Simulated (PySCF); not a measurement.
C5H11AlO, SMILES C[O][Al]([CH2]C=C)[CH3], GFN2-xTB optimised geometry. Atoms within 1.6 Å of the plane z = 0.0 Å (x, y, z in Å): Al1 (0.44, -0.06, 0.00), C2 (-0.44, 1.77, 0.00), C3 (-1.90, 1.68, -0.23), C4 (-2.82, 1.68, 0.73), H5 (0.03, 2.39, -0.77), H6 (-0.24, 2.25, 0.97), H7 (-2.21, 1.60, -1.26), H9 (-3.87, 1.59, 0.51), C10 (-0.57, -1.78, 0.02), H11 (-0.35, -2.39, -0.85), H12 (-1.65, -1.61, 0.03), H13 (-0.33, -2.38, 0.90), O14 (2.09, -0.06, 0.00), C15 (3.49, -0.07, 0.00), H16 (3.87, 0.95, -0.07), H17 (3.86, -0.53, 0.92), H18 (3.85, -0.65, -0.86).

Calculation: PBE0/def2-SVP (PySCF). Cells within 0.4 Å of a nucleus heavier than hydrogen are left out (blank, or x).

Map of the electron localisation function on the plane z = 0.0 Å:

```
|00000000000000000000000000000|
|00000000000000000000000000000|
|00000000000000000000000000000|
|00000000000000000000000000000|
|00000000000000000000000000000|
|00000001100000000000000000000|
|00000025530000100000000000000|
|00000135663113320000000000000|
|00034335875446641000000100000|
|0038986587585x551000007984000|
|006999858xx93x252000019999300|
|00599974863876883023019999600|
|00178744776469931377239999300|
|00012114663034050488747984000|
|000000122000107x73xx85xx31000|
|000000000001531x248x75x541000|
|00000000078679600488425640000|
|00000001999967982145102210000|
|000000059999xx562000000000000|
|0000000399983x531000000000000|
|00000000465456520000000000000|
|00000000001123200000000000000|
|00000000000000000000000000000|
|00000000000000000000000000000|
|00000000000000000000000000000|
|00000000000000000000000000000|
|00000000000000000000000000000|
|00000000000000000000000000000|
|00000000000000000000000000000|
```
Scale: ten equal steps from 0.000 (start of '0') to 0.999 (end of '9'), in the order '0123456789'; x runs from -6.00 to 6.00, y from -6.00 (bottom) to 6.00 (top).
